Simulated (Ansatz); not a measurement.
A search over several starts for the lowest SCF solution of ScCl3 at the given spin, in a small basis.

```yaml
crystal:
  periodic: [false, false, false]
  atoms:
    - {symbol: Sc, position_ang: [0.002362, 0.000804, 0.001512]}
    - {symbol: Cl, position_ang: [0.105418, -0.964866, 2.192956]}
    - {symbol: Cl, position_ang: [-0.032442, -1.417713, -1.930304]}
    - {symbol: Cl, position_ang: [-0.075338, 2.381776, -0.264154]}
basis:
  gaussian: {orbitals: def2-SVP, initial_orbitals: start.molden}
magnetization: {spin_polarized: true, initial_magnetization: 2}
hamiltonian: {xc: pbe0, dispersion: d4}
output: {orbitals: {seedname: orbitals}}
```

The file start.molden holds the orbitals of an earlier run on this structure, at another level or in another basis.

```sh
$ ansatz run in.yaml --threads 2 --pin off --events-out ev --progress --plain --max-ram 4352MiB
```

It prints (some lines left out):

```
Functional definition: PBE0
822 factors; integrals over basis functions are off by at most 9.4e-4 eV
mean field evaluation 1: about -58238.6514 eV, gradient 2.8e0 eV
mean field evaluation 2: about -58238.6899 eV, gradient 8.3e-2 eV
mean field evaluation 4: about -58238.7311 eV, gradient 6.2e-4 eV
mean field evaluation 8: about -58238.2180 eV, gradient 7.9e0 eV
mean field evaluation 16: about -58238.7311 eV, gradient 6.0e-2 eV
mean field evaluation 32: about -58238.3498 eV, gradient 5.1e0 eV
mean field evaluation 64: about -58238.3211 eV, gradient 3.1e0 eV
mean field -58238.73111148 eV, -2140.2338927170 hartree, gradient 1.5e-5 eV, S^2 2.006142; 10 other end points of the search recorded, 0 dependent functions left out
reference -58238.73118125 eV, -2140.2338952810 hartree; 37, 35 occupied and 48, 50 virtual orbitals, 822 factors
Total energy: -58238.82934328 eV, -2140.2375026692 hartree
```

Run time 18 s (2 threads of Arm Neoverse V1 on a shared host).

At PBE0-D4/def2-TZVP a singlet of charge 0 lies 4.25 eV below the triplet, each at its own geometry. The structure comes from a short search, and lower isomers may exist.
